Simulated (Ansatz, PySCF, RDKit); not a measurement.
Dimer: SiH4 (SMILES [SiH4]) (first 5 atoms) with CH3F (SMILES CF); geometry from B3LYP-D3(BJ)/def2-TZVP, rigid monomers moved along the line of their centres of mass till Si1···F7 is 3.62 Å.
(charge 0, multiplicity 1):
```xyz
10

Si     0.129    -0.115     0.197
H      0.472    -1.524     0.482
H     -1.245     0.184     0.660
H      0.197     0.117    -1.266
H      1.087     0.793     0.865
C     -0.475     0.768     4.325
F     -0.098    -0.460     3.789
H     -1.446     1.045     3.914
H     -0.535     0.670     5.409
H      0.275     1.512     4.053
```

Interaction energies are E(AB) − E(A) − E(B) at the monomers' geometry in the complex; basis-set methods are counterpoise corrected. Rows marked so take none. RDKit's UFF carries no charges.

Rows in 3-21G, STO-3G carry no dispersion term and start afresh at each structure.

Codes used: Ansatz (Gaussian basis) for Hartree–Fock, density functionals and correlated methods; PySCF for 3-21G rows, STO-3G rows, the dispersion terms; RDKit for the force fields. 

One of these levels gives -1.16 kcal/mol for the interaction energy. Which one is it?
A) HF/STO-3G (no counterpoise)
B) UFF
C) HF/3-21G (no counterpoise)
D) r2SCAN-D4/def2-TZVPPD

D, r2SCAN-D4/def2-TZVPPD. The others give -0.83 (UFF), -0.16 (HF/STO-3G (no counterpoise)), -2.94 (HF/3-21G (no counterpoise))

Ansatz is an electronic-structure program.
